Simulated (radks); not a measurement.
Question: Coherent X-ray form factor from a spherical all-electron density. All-electron calculation, scalar-relativistic Kohn-Sham, LDA (Slater exchange, Perdew-Wang correlation), spin-polarised, spherical densities, finite nucleus; Fermi nuclear charge, rms radius of each element as measured or else 0.836 A^(1/3) + 0.57 fm. Program: a radial shooting solver on a logarithmic mesh with Libxc functionals.

sin(theta)/lambda (1/angstrom)  f0 (electrons)
0.05                                    66.469
0.1                                     64.940
0.15                                    62.591
0.2                                     59.667
0.25                                    56.425
0.3                                     53.089
0.4                                     46.739
0.5                                     41.243
0.6                                     36.618
0.8                                     29.333
1                                       23.999
1.25                                    19.518
1.5                                     16.732
2                                       13.213

The species is in the configuration that NIST lists as its ground one. Which atom or ion scatters so?

Answer: The lutetium ion Lu4+, [Xe] 4f13. Extrapolating in s^2 from the first two rows gives f0(0) = 67.0, near the electron count 67; among species with that count, the fall with angle is slower the higher Z, and the table is that of Z = 71; from so few rows the species is fixed only to a neighbour or two.
